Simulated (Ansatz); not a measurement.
Species: C₄H₄N, net charge 0, doublet state. It need not be the lowest isomer of its formula. SMILES: [C](CC#N)=C
Structure (B3LYP-D3(BJ)/def2-TZVP (Ansatz, a first-principles code) minimum search):
```
C
C 1 1.3021
H 2 1.0845 1 122.09
H 2 1.0917 3 116.69 1 -180.00
C 1 1.4798 2 139.30 3 180.00
H 5 1.0939 1 110.46 2 -121.15
H 5 1.0939 6 106.61 1 120.05
C 5 1.4660 6 108.73 7 117.06
N 8 1.1497 6 151.63 5 -175.33
```
Charge 0, spin multiplicity 2.

Parts of the frozen-core correlation energy in cc-pwCVTZ (Ansatz, hartree). Frozen orbitals: 5; correlated occupied orbitals by spin: 13 and 12; virtual: 253 and 254. UHF or UKS for open shells. No spin-orbit coupling. No relativistic terms.

| term | value |
|---|---|
| reference (HF) | -208.23458 |
| MP2 opposite-spin | -0.59598 |
| MP2 same-spin | -0.19455 |
| CCSD correlation | -0.82465 |
| (T) | -0.04136 |
| T1 diagnostic | 0.029 |
| largest doubles amplitude | 0.069 |
| <S^2> of the reference | 0.923 |
